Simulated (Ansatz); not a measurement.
Input for Ansatz (a program for electronic structure): R-CCSD(T)/cc-pV(D+d)Z on C2H6OSi (SMILES CO[Si]C), a point of a torsion scan. Files ending in .json are basis or fitting sets from the Basis Set Exchange.

Ansatz 0.2 input:
```yaml
crystal:
  periodic: [false, false, false]
  atoms:
    - {symbol: C, position_ang: [2.12795036, -0.20850482, -0.12845473]}
    - {symbol: O, position_ang: [0.78945116, 0.13111718, -0.32627352]}
    - {symbol: Si, position_ang: [-0.46795773, 0.57259880, 0.61115150]}
    - {symbol: C, position_ang: [-0.14111326, -0.29405702, 2.30209707]}
    - {symbol: H, position_ang: [2.73386067, 0.70181473, -0.10522885]}
    - {symbol: H, position_ang: [2.45479842, -0.83145846, -0.96352508]}
    - {symbol: H, position_ang: [2.27601862, -0.75688727, 0.80558110]}
    - {symbol: H, position_ang: [0.05881275, -1.35910749, 2.16644935]}
    - {symbol: H, position_ang: [-0.99445330, -0.20793498, 2.97183452]}
    - {symbol: H, position_ang: [0.71697764, 0.13726706, 2.82256468]}
basis:
  gaussian:
    orbitals: cc-pV_D+d_Z.json
magnetization: {spin_polarized: false}
correlation: {method: ccsd_t, electrons: outside_noble_gas}
scf: {lower_state_search: off}
```

Output:

```
WARN ansatz: RAYON_NUM_THREADS=1 ignored (pool sized by the plan → 1); use --threads N
Functional definition: HF
these checks for a lower state are left out or cut short: stability, starts, cluster_reference, orbital_swaps, neighbouring_geometries, increment
integrals: 0.11 GiB planned
905 factors; integrals over basis functions are off by at most 1.1e-3 eV
mean field: 0.24 GiB planned
mean field evaluation 1: about -12052.1579 eV, gradient 3.4e1 eV
mean field evaluation 2: about -12052.2562 eV, gradient 3.4e1 eV
mean field evaluation 4: about -12055.1462 eV, gradient 4.0e0 eV
mean field evaluation 8: about -12055.2037 eV, gradient 5.8e-4 eV
mean field -12055.20374283 eV, -443.0205662383 hartree, gradient 8.8e-7 eV, S^2 0.000000; 0 other end points of the search recorded, 0 dependent functions left out
8 core orbitals not correlated
reference -12055.20374283 eV, -443.0205662383 hartree; 12, 12 occupied and 75, 75 virtual orbitals, 905 factors
second order -15.10580178 eV of doubles, -0.00000000 eV of singles
coupled cluster: 0.33 GiB planned
cycle   1  -15.88925157 eV  change   -7.8e-1 eV  update   1.0e-1
cycle   2  -16.35889220 eV  change   -4.7e-1 eV  update   3.4e-2
cycle   3  -16.48866478 eV  change   -1.3e-1 eV  update   2.0e-2
cycle   4  -16.48108201 eV  change    7.6e-3 eV  update   5.4e-3
cycle   5  -16.47962667 eV  change    1.5e-3 eV  update   2.4e-3
cycle   6  -16.47983898 eV  change   -2.1e-4 eV  update   8.9e-4
cycle   7  -16.47946016 eV  change    3.8e-4 eV  update   3.9e-4
cycle   8  -16.47949963 eV  change   -3.9e-5 eV  update   1.7e-4
cycle   9  -16.47956670 eV  change   -6.7e-5 eV  update   7.9e-5
cycle  10  -16.47952925 eV  change    3.7e-5 eV  update   3.7e-5
cycle  11  -16.47954925 eV  change   -2.0e-5 eV  update   1.7e-5
perturbative correction -0.45977829 eV, -0.0168965406 hartree
Total energy: -12072.14307037 eV, -443.6430750436 hartree
Checks for a lower state left out: stability, starts, cluster_reference, orbital_swaps, neighbouring_geometries, increment
```

The run converged.

Cost: around 15 core-seconds (rough).
